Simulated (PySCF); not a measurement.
**Working out the excitation energy of C**

C [He] 2s2 2p2 (3P) → C [He] 2s1 2p2 3s1 (5P). Calculation: PySCF 2.14, in dyall-av2z (11s7p2d, 42 functions); no relativity, point nucleus. Frozen: 1s2; the 8 highest virtual orbitals dropped. Energies in hartree (1 hartree = 27.21139 eV):

| part | C (lower) | C (upper) |
| --- | --- | --- |
| UHF | -37.692285 | -37.285954 |
| CCSD correlation | -0.081560 | -0.019155 |
| (T) | -0.001499 | -0.000120 |

What does Hartree-Fock give?

(-37.285954) − (-37.692285) = 0.406331 hartree = 11.057 eV.

What do CCSD and CCSD(T) give?

The CCSD correlation energies differ by 0.062405 hartree = 1.698 eV and the triples by 0.001379 hartree = 0.038 eV, so CCSD gives 12.755 eV and CCSD(T) 12.793 eV.

The upper state lies above the first ionisation limit, but in LS coupling its spin forbids autoionisation to the ground ion. A Rydberg-like electron needs more diffuse functions than a valence basis has.

A double-zeta basis recovers only part of the correlation energy.
